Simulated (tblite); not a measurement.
C₅H₁₀FOPSi.
Geometry (GFN2-xTB, Å), atoms numbered from 1 in this order:
```xyz
19
C5H10FOPSi angstrom
C      2.5434    1.0178   -0.5386
C      1.0799    0.9592   -0.2206
O      0.5835    1.4708    0.7528
P      0.0164    0.1350   -1.5165
C      0.3480   -1.6261   -0.9478
C     -0.6561   -1.4524    0.1903
F     -1.4524   -2.5586    0.3885
C     -1.3998   -0.2345   -0.3610
Si    -1.9973    1.1018    0.8800
H      2.9180    0.0227   -0.7721
H      2.6700    1.6323   -1.4300
H      3.1061    1.4491    0.2865
H     -0.0350   -2.3213   -1.6966
H      1.3632   -1.9121   -0.6758
H     -0.1721   -1.2541    1.1527
H     -2.2371   -0.5828   -0.9711
H     -3.4486    0.8657    0.9691
H     -1.4336    0.8637    2.2022
H     -1.8062    2.4329    0.3157
```

Computed with GFN2-xTB (tblite): harmonic, unscaled wavenumbers at the GFN2-xTB geometry, gas phase. This tight-binding method is rough: wavenumbers can miss measured ones by several per cent, in bad cases by 10 to 20. Modes of hydrogen on silicon can be 10 to 20 % off. One conformer, not necessarily the lowest.

Harmonic wavenumbers (cm⁻¹): 38.2, 72.0, 75.2, 123.6, 141.3, 181.6, 263.1, 296.0, 307.1, 337.9, 438.2, 447.0, 452.1, 532.4, 551.3, 573.2, 620.9, 678.2, 718.2, 737.0, 789.2, 831.9, 857.2, 862.5, 939.9, 960.0, 973.1, 1022.9, 1069.1, 1076.7, 1100.7, 1114.3, 1157.5, 1178.4, 1258.4, 1315.7, 1359.0, 1427.2, 1436.0, 1438.5, 1723.0, 2192.4, 2300.2, 2322.8, 2929.2, 2948.7, 2978.2, 2982.4, 3005.2, 3021.1, 3038.6.

A = 1427, B = 1082, C = 759.7 MHz; mass 164.022 u (most abundant isotopes); point group C1, symmetry number 1.

Question: Zero-point energy?

Answer: Half the sum of the wavenumbers: 29597 cm⁻¹ = 354.06 kJ/mol.

Question: Give the ideal-gas entropy at 500 K and 1 bar in the rigid-rotor, harmonic-oscillator model (classical rotation).

Answer: Translation 183.21, rotation 131.95, vibration 240.45: S = 555.6 J/(mol K).

Question: And Cp and H(500 K) − H(0)?

Answer: Cp = 261.16 J/(mol K), of which vibrations give 227.90 (their classical limit is 51 R = 424.0); H(500 K) − H(0) = 77.63 kJ/mol without the zero-point energy, 61.00 from vibrations.

Question: Which modes carry the vibrational entropy at 500 K?

Answer: 38.2 cm⁻¹: 26.68; 72.0 cm⁻¹: 21.42; 75.2 cm⁻¹: 21.06; 123.6 cm⁻¹: 16.95; 141.3 cm⁻¹: 15.85; 181.6 cm⁻¹: 13.80 J/(mol K); the other 45 give 124.68 together.

Question: How do the functions run with temperature in this model?

Answer: 
```tsv
T (K)	S (J/(mol K))	Cp (J/(mol K))	H − H(0) (kJ/mol)	G − H(0) (kJ/mol)	ln q(vib)
50	255.7	59.7	2.22	-10.56	0.71
100	305.0	84.8	5.85	-24.65	2.18
298.15	441.3	182.3	32.32	-99.26	8.20
373.15	485.9	215.5	47.26	-134.05	10.47
750	674.0	321.8	151.13	-354.36	21.30
1000	772.2	360.0	236.68	-535.49	27.73
```

q(vib) and H(0) count from the zero-point level.

Question: Blend soft modes into free rotors: weight 1/[1 + (100 cm⁻¹/ν̃)⁴] for the oscillator and the rest for a rotor with moment μB/(μ + B), μ = h/(8π²ν), B = 10⁻⁴⁴ kg m². What vibrational entropy results?

Answer: 221.02 J/(mol K) in place of 240.45, which changes −T·S at 500 K by +9.71 kJ/mol.

Hindered rotation and anharmonicity are outside this model. Other conformers, if any are populated, would add a mixing term that is left out. The structure is chiral; the term R ln 2 for an equal mix with its mirror image is left out.
